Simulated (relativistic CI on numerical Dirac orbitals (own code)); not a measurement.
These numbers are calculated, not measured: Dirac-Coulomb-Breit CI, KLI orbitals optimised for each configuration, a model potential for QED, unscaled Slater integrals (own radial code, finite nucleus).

CI space (outside the closed core [Ar] 3d10): 4s²4p⁶4d¹⁰, 4s²4p⁶4d⁹4f, 4s²4p⁵4d¹⁰4f, 4s4p⁶4d¹⁰4f, 4s²4p⁶4d⁹5s, 4s²4p⁶4d⁹5p, 4s²4p⁶4d⁹5d, 4s²4p⁵4d¹⁰5s, 4s²4p⁶4d⁹5f, 4s²4p⁵4d¹⁰5p, 4s²4p⁶4d⁹5g, 4s²4p⁶4d⁹6s, 4s²4p⁵4d¹⁰5d, 4s4p⁶4d¹⁰5s, 4s²4p⁶4d⁹6p, 4s²4p⁶4d⁹6d, 4s4p⁶4d¹⁰5p, 4p⁶4d¹⁰4f², 4p⁶4d⁹4f³, 4p⁵4d¹⁰4f³, 4p⁶4d⁹4f²5s, 4p⁶4d⁹4f²5p, 4p⁶4d⁹4f²5d. Double excitations out of closed p, d and f shells are left out; levels of such configurations are missing from the list, as are those of other unlisted configurations, and high levels can miss mixing partners. These lack a partner that the ground configuration has and come out too high: 4s²4p⁵4d¹⁰5s, 4s²4p⁶4d⁹5f, 4s²4p⁵4d¹⁰5p, 4s²4p⁶4d⁹5g, 4s²4p⁶4d⁹6s.

At this charge energies of transitions that change n are usually good to better than 1 %, and those within a shell (Δn = 0) to a few per cent.

Outline of the computed level scheme of Tl XXXVI. Lowest level of each configuration: 4s²4p⁶4d¹⁰ ¹S0 at 0.000 eV; 4s²4p⁶4d⁹4f ³P°0 at 224.595 eV; 4s²4p⁵4d¹⁰4f ³D1 at 466.160 eV; 4s²4p⁶4d⁹5s ³D3 at 498.380 eV; 4s²4p⁶4d⁹5p ³P°2 at 553.511 eV.

Some strong electric-dipole decays among the lowest 45 levels: 4s²4p⁶4d⁹4f ¹P°1 → 4s²4p⁶4d¹⁰ ¹S0 (7.3e+12 s⁻¹); 4s²4p⁶4d⁹5p ¹P°1 → 4s²4p⁶4d¹⁰ ¹S0 (3.0e+12 s⁻¹); 4s²4p⁵4d¹⁰4f ³G3 → 4s²4p⁶4d⁹4f ³H°4 (2.5e+12 s⁻¹); 4s²4p⁵4d¹⁰4f ³G4 → 4s²4p⁶4d⁹4f ¹H°5 (2.5e+12 s⁻¹); 4s²4p⁶4d⁹5p ³D°1 → 4s²4p⁶4d¹⁰ ¹S0 (1.9e+12 s⁻¹); 4s²4p⁵4d¹⁰4f ³F2 → 4s²4p⁶4d⁹4f ¹D°2 (1.4e+12 s⁻¹); 4s²4p⁵4d¹⁰4f ³D3 → 4s²4p⁶4d⁹4f ¹F°3 (1.3e+12 s⁻¹); 4s²4p⁵4d¹⁰4f ³F2 → 4s²4p⁶4d⁹4f ³G°3 (1.2e+12 s⁻¹).

LS names give the leading component of a level, which can be under half, so a name can repeat, a term be missing and a line seem to break the LS rules.
